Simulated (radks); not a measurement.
The numbers below are computed, except where a source is named.
The xenon ion Xe6+, configuration [Kr] 4d10 5s2 (the NIST ground configuration).

Code: a radial shooting solver on a logarithmic mesh with Libxc functionals. Model: Dirac Kohn-Sham, exchange-only PBE, spin-unpolarised, spherical densities, finite nucleus; Fermi nuclear charge, rms radius 4.7859 fm.

Energy parts (hartree):
total: -7438.98608
kinetic: 7905.75214
electron-nucleus: -17958.04089
Hartree: 2795.44078
exchange: -182.13811

Orbitals (lengths in bohr, moments of r in powers of bohr; <r^-3> diverges for s and p1/2):
[
 {"orbital": "1s1/2", "occ.": "2", "eigenvalue (hartree)": "-1265.009", "<r^-3>": "-", "<r>": "0.02666", "<1/r>": "58.11"},
 {"orbital": "2s1/2", "occ.": "2", "eigenvalue (hartree)": "-199.1606", "<r^-3>": "-", "<r>": "0.1142", "<1/r>": "13.59"},
 {"orbital": "2p1/2", "occ.": "2", "eigenvalue (hartree)": "-187.2976", "<r^-3>": "-", "<r>": "0.09620", "<1/r>": "13.57"},
 {"orbital": "2p3/2", "occ.": "4", "eigenvalue (hartree)": "-175.3644", "<r^-3>": "5571", "<r>": "0.1020", "<1/r>": "12.47"},
 {"orbital": "3s1/2", "occ.": "2", "eigenvalue (hartree)": "-42.92927", "<r^-3>": "-", "<r>": "0.3061", "<1/r>": "4.859"},
 {"orbital": "3p1/2", "occ.": "2", "eigenvalue (hartree)": "-37.99658", "<r^-3>": "-", "<r>": "0.2961", "<1/r>": "4.771"},
 {"orbital": "3p3/2", "occ.": "4", "eigenvalue (hartree)": "-35.72952", "<r^-3>": "1083", "<r>": "0.3078", "<1/r>": "4.499"},
 {"orbital": "3d3/2", "occ.": "4", "eigenvalue (hartree)": "-27.04669", "<r^-3>": "174.2", "<r>": "0.2786", "<1/r>": "4.356"},
 {"orbital": "3d5/2", "occ.": "6", "eigenvalue (hartree)": "-26.56738", "<r^-3>": "160.6", "<r>": "0.2823", "<1/r>": "4.287"},
 {"orbital": "4s1/2", "occ.": "2", "eigenvalue (hartree)": "-9.97101", "<r^-3>": "-", "<r>": "0.7152", "<1/r>": "1.972"},
 {"orbital": "4p1/2", "occ.": "2", "eigenvalue (hartree)": "-8.22096", "<r^-3>": "-", "<r>": "0.7433", "<1/r>": "1.865"},
 {"orbital": "4p3/2", "occ.": "4", "eigenvalue (hartree)": "-7.76526", "<r^-3>": "218.1", "<r>": "0.7705", "<1/r>": "1.778"},
 {"orbital": "4d3/2", "occ.": "4", "eigenvalue (hartree)": "-4.92431", "<r^-3>": "27.76", "<r>": "0.8576", "<1/r>": "1.545"},
 {"orbital": "4d5/2", "occ.": "6", "eigenvalue (hartree)": "-4.84945", "<r^-3>": "25.38", "<r>": "0.8676", "<1/r>": "1.524"},
 {"orbital": "5s1/2", "occ.": "2", "eigenvalue (hartree)": "-3.12925", "<r^-3>": "-", "<r>": "1.645", "<1/r>": "0.8063"}
]

The highest occupied level is 5s1/2 at -85.151 eV. The density falls to 0.001 e/bohr^3 at r = 2.94 bohr. Summed over all electrons, <r^2> = 21.71 bohr^2, which gives a Langevin (diamagnetic) susceptibility term of -17.2 x 10^-6 cm^3/mol.
